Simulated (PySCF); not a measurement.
Excitation energy of Nb⁺ by level of theory

Nb⁺ [Kr] 4d4 (5D) → Nb⁺ [Kr] 4d3 5s1 (5F), as a difference of total energies. All numbers are calculated (PySCF 2.14, scalar relativity by spin-free X2C-1e, in x2c-TZVPPall (8s6p6d2f1g, 79 functions)). Correlated levels: valence: [Kr] frozen. The calculations carry no spin-orbit coupling.

| method | excitation energy (eV) |
| --- | --- |
| UHF | 0.061 |
| MP2 (valence) | 0.267 |
| SCS-MP2 (valence) | 0.129 |
| CCSD (valence) | 0.277 |
| CCSD(T) (valence) | 0.281 |

Question: How much does correlation contribute at CCSD(T) (valence)?

Answer: 0.281 − (0.061) = 0.220 eV, measured against UHF.

Errors of the correlated levels include the incompleteness of this basis and the frozen core.

The basis was made for the ground configuration and has no added diffuse functions, so the excitation energy can come out too high.

For comparison: 0.326 eV (measured; NIST levels, between the centres of gravity of the two terms).
